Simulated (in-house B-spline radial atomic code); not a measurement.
Whole-atom quantities along the 31-electron series, configuration [Ar] 3d10 4s2 4p1. Computed with an all-electron radial atomic-structure program (B-spline basis): non-relativistic Hartree-Fock, average of the configuration, point nuclei.

This level leaves out relativity, spin-orbit splitting included, which matters for heavy ions.

| ion | Z | E/Z² (Eh) | Σ<r²> (bohr²) | n(0)/Z³ (bohr⁻³) | Lamb diamagnetic shielding (ppm) | repulsion over attraction |
| --- | --- | --- | --- | --- | --- | --- |
| Cs24+ | 55 | -2.4092 | 3.1653 | 0.70831 | 5289.37 | 0.11066 |
| Ba25+ | 56 | -2.4199 | 3.0054 | 0.70895 | 5399.32 | 0.10898 |
| La26+ | 57 | ? | ? | ? | ? | ? |
| Ce27+ | 58 | -2.4404 | 2.7208 | 0.71016 | 5619.19 | 0.10575 |
| Pr28+ | 59 | -2.4502 | 2.5937 | 0.71074 | 5729.12 | 0.1042 |
| Nd29+ | 60 | -2.4598 | 2.4755 | 0.7113 | 5839.04 | 0.10269 |
| Pm30+ | 61 | -2.469 | 2.3653 | 0.71185 | 5948.96 | 0.10122 |
| Sm31+ | 62 | -2.478 | 2.2624 | 0.71238 | 6058.87 | 0.099797 |
| Eu32+ | 63 | -2.4867 | 2.1663 | 0.71289 | 6168.77 | 0.098406 |
| Gd33+ | 64 | ? | ? | ? | ? | ? |
| Tb34+ | 65 | ? | ? | ? | ? | ? |
| Dy35+ | 66 | -2.5115 | 1.9123 | 0.71437 | 6498.46 | 0.094447 |
| Ho36+ | 67 | -2.5194 | 1.8377 | 0.71483 | 6608.35 | 0.093194 |
| Er37+ | 68 | -2.527 | 1.7674 | 0.71528 | 6718.24 | 0.091972 |
| Tm38+ | 69 | -2.5344 | 1.7011 | 0.71573 | 6828.12 | 0.09078 |

Fill in the row of La26+.

E/Z² (Eh): -2.4303; Σ<r²> (bohr²): 2.8577; n(0)/Z³ (bohr⁻³): 0.70956; Lamb diamagnetic shielding (ppm): 5509.26; repulsion over attraction: 0.10734.

Fill in the row of Gd33+.

E/Z² (Eh): -2.4952; Σ<r²> (bohr²): 2.0762; n(0)/Z³ (bohr⁻³): 0.7134; Lamb diamagnetic shielding (ppm): 6278.67; repulsion over attraction: 0.097052.

Fill in the row of Tb34+.

E/Z² (Eh): -2.5035; Σ<r²> (bohr²): 1.9917; n(0)/Z³ (bohr⁻³): 0.71389; Lamb diamagnetic shielding (ppm): 6388.57; repulsion over attraction: 0.095733.

With what power of Z does the column «Σ<r²> (bohr²)» change over this range?

A fit of the logarithm of its size against log Z from Z = 55 to 69 has slope -2.73. Unscreened non-relativistic hydrogenic orbitals would give -2.
